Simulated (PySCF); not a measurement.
# How exact exchange moves a shielding

Molecule: `N#C[SiH](N)N`, CH$_{5}$N$_{3}$Si.

Atoms are numbered as in `[N:1]#[C:2][SiH:3]([NH2:4])[NH2:5]`. Each H is labelled by its parent atom.

GIAO shieldings (ppm, equivalent atoms averaged) in PySCF 2.14 on the PBE0-D3(BJ)/def2-SVP geometry, basis pcSseg-2, gas phase, non-relativistic:

| functional | exact exchange (%) | σ(N1) | σ(N4/N5) | σ(Si3) |
| --- | --- | --- | --- | --- |
| BLYP | 0 | -84.5 | 225.8 | 378.1 |
| BP86 | 0 | -82.4 | 229.4 | 384.9 |
| PBE | 0 | -83.3 | 229.5 | 385.3 |
| PBE0 | 25 | -88.3 | 235.4 | 398.6 |
| mPW1PW91 | 25 | -89.4 | 234.9 | 397.8 |
| BHandHLYP | 50 | -94.1 | 236.7 | 405.3 |
| HF | 100 | -98.6 | 245.0 | 438.1 |

**Question.** Fit each shielding as a line in the percentage of exact exchange.

**Answer.** σ(N1) = -84.1 − 0.16 x (rms 1.3 ppm); σ(N4/N5) = 229.1 + 0.17 x (rms 1.7 ppm); σ(Si3) = 382.9 + 0.54 x (rms 3.0 ppm). The functionals also differ in their semilocal parts, which the line can't hold; Hartree–Fock has no correlation at all.

**Question.** What does the line predict for B3LYP (20 %), and what does the run give?

**Answer.** σ(N1): -87.3 predicted, -89.1 computed; σ(N4/N5): 232.5 predicted, 230.8 computed; σ(Si3): 393.7 predicted, 388.5 computed ppm.
